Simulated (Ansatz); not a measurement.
Input file for Ansatz (a program for electronic structure): U-CCSD(T)/def2-TZVPP on ClGeH (SMILES [Cl][GeH]), a point of a bond scan (R = 1.766 Å). The run froze 19 orbitals, filled d shells among them.

Ansatz 0.2 input:
```yaml
crystal:
  periodic: [false, false, false]
  atoms:
    - {symbol: Ge, position_ang: [0.52862057, -0.16248943, 0.50490017]}
    - {symbol: H, position_ang: [1.72952705, -0.40541730, -0.76722364]}
    - {symbol: Cl, position_ang: [-1.09036542, 0.32841146, -0.91207233]}
basis:
  gaussian:
    orbitals: def2-TZVPP
correlation: {method: ccsd_t, electrons: outside_noble_gas}
scf: {omitted_lower_state_checks: [cluster_reference]}
magnetization: {spin_polarized: true, initial_magnetization: 0}
```

Output:

```
WARN ansatz: RAYON_NUM_THREADS=1 ignored (pool sized by the plan → 1); use --threads N
Functional definition: HF
these checks for a lower state are left out or cut short: cluster_reference
integrals: 0.19 GiB planned
646 factors; integrals over basis functions are off by at most 1.2e-3 eV
mean field: 0.33 GiB planned
mean field evaluation 1: about -68992.8504 eV, gradient 1.0e1 eV
mean field evaluation 2: about -68992.8525 eV, gradient 1.0e1 eV
mean field evaluation 4: about -68993.6518 eV, gradient 1.2e0 eV
mean field evaluation 8: about -68993.6670 eV, gradient 3.9e-4 eV
mean field evaluation 16: about -68993.6619 eV, gradient 1.1e-1 eV
mean field evaluation 32: about -68993.6670 eV, gradient 2.6e-6 eV
mean field -68993.66701029 eV, -2535.4704970412 hartree, gradient 2.6e-6 eV, S^2 0.000000; 2 other end points of the search recorded, 0 dependent functions left out
19 core orbitals not correlated
reference -68993.66701029 eV, -2535.4704970412 hartree; 6, 6 occupied and 79, 79 virtual orbitals, 646 factors
second order -7.73544387 eV of doubles, -0.00000000 eV of singles
coupled cluster: 0.38 GiB planned
cycle   1  -8.32043142 eV  change   -5.8e-1 eV  update   7.3e-2
cycle   2  -8.57503513 eV  change   -2.5e-1 eV  update   2.7e-2
cycle   3  -8.62865709 eV  change   -5.4e-2 eV  update   1.4e-2
cycle   4  -8.62351468 eV  change    5.1e-3 eV  update   4.1e-3
cycle   5  -8.62308729 eV  change    4.3e-4 eV  update   1.5e-3
cycle   6  -8.62309518 eV  change   -7.9e-6 eV  update   5.7e-4
cycle   7  -8.62298572 eV  change    1.1e-4 eV  update   2.1e-4
cycle   8  -8.62302606 eV  change   -4.0e-5 eV  update   8.3e-5
cycle   9  -8.62302541 eV  change    6.6e-7 eV  update   2.7e-5
cycle  10  -8.62301330 eV  change    1.2e-5 eV  update   8.2e-6
perturbative correction -0.36221012 eV, -0.0133109765 hartree
Total energy: -69002.65223372 eV, -2535.8006979117 hartree
Checks for a lower state left out: cluster_reference
```

The run converged.

Cost: very roughly 8 core-seconds.
